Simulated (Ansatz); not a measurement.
Species: P2H (charge +1, singlet). It need not be the lowest isomer of its formula. 
Geometry from a B3LYP-D3(BJ)/def2-TZVP (Ansatz, an electronic-structure program) optimisation:
SMILES: P#[PH+]
```xyz
3

P      0.0000     0.0000    -1.0117
P      0.0000     0.0000     0.8600
H      0.0000     0.0000     2.2752
```
Charge +1, spin multiplicity 1.

Wanted: vertical electron affinity (to the doublet state of charge +0; a negative value means that the extra electron is unbound and the number depends on the basis; each state is the SCF solution reached for its spin; the UHF <S^2> is 0.94 for the doublet (pure: 0.75); for the doublet T1 is 0.050; for the singlet the Hartree-Fock reference is unstable and T1 is 0.020), in eV. Correlated levels leave the core frozen unless marked. Open shells are spin-unrestricted. No spin-orbit coupling. No relativistic terms. Basis-set limits of correlation are two-point, X^-3; Hartree-Fock from the larger set.

| level | program | vertical electron affinity (eV) | minus last row |
|---|---|---|---|
| r2SCAN/def2-TZVPD | Ansatz | 7.09 | 0.21 |
| B3LYP/def2-TZVPD | Ansatz | 7.03 | 0.15 |
| CAM-B3LYP/def2-TZVPD | Ansatz | 7.08 | 0.20 |
| wB97M-V/def2-TZVPD | Ansatz | 6.87 | -0.01 |
| wB97X/def2-TZVPD | Ansatz | 7.08 | 0.20 |
| CCSD/aug-cc-pV(D+d)Z | Ansatz | 6.64 | -0.24 |
| CCSD/def2-SVPD | Ansatz | 6.56 | -0.32 |
| CCSD/aug-cc-pV(T+d)Z | Ansatz | 6.83 | -0.05 |
| CCSD(T)/def2-SVPD | Ansatz | 6.50 | -0.38 |
| CCSD(T)/CBS(def2-TZVPPD,def2-QZVPPD) | Ansatz | 6.88 | 0.00 |
